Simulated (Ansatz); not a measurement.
Consider the cleavage of the B–Si bond: `NB(S)[SiH2]Br` + NH₃ → `NB(N)S` + `[SiH3]Br`.

Computed with Ansatz on PBE0-D4/def2-TZVP structures; ΔE is electronic, products minus reactants. CCSD(T)/CBS adds triple-zeta CCSD(T) − MP2 to the extrapolated MP2 energy (def2 sets, frozen cores). This one scheme is used for every species. Functionals use def2-TZVPP. B3LYP here is the variant with VWN-RPA as its local correlation; programs differ in this. HSE06 is defined as in plane-wave codes. For Br outer-core shells are correlated without core-valence functions, which leaves a few kJ/mol of doubt a bond. Scalar relativity is left out up to krypton. One conformer a species, not always the lowest.

```tsv
level	ΔE (kJ/mol)	difference from CCSD(T)/CBS
PBE-D4	-60.3	13.1
B97M-V	-71.9	1.5
B3LYP-D4	-74.4	-1.0
r2SCAN0-D4	-77.6	-4.2
BHLYP-D4	-82.7	-9.3
CAM-B3LYP-D4	-83.1	-9.7
PBE	-65.6	7.8
B3LYP	-83.0	-9.6
r2SCANh	-76.7	-3.3
HSE06	-72.9	0.5
CCSD(T)/def2-SVP	-82.2	-8.8
SCS-MP2/def2-TZVPP	-80.8	-7.4
CCSD/def2-TZVPP	-79.2	-5.8
CCSD(T)/def2-TZVPP	-74.1	-0.7
HF/CBS(def2)	-105.1	-31.7
MP2/CBS(def2)	-76.4	-3.0
CCSD(T)/CBS	-73.4	0
```

Largest T1 diagnostic among the species: 0.011.

At CCSD(T), def2-SVP lies −8.8 kJ/mol from the extrapolated value and def2-TZVPP −0.7 kJ/mol. From BLYP to BHLYP (50 % exact exchange), in def2-TZVPP and without D4, ΔE moves by −14.3 kJ/mol.

CCSD(T)/CBS has its own doubt, a few kJ/mol and more with outer-core shells, so smaller differences from it don't rank the levels.
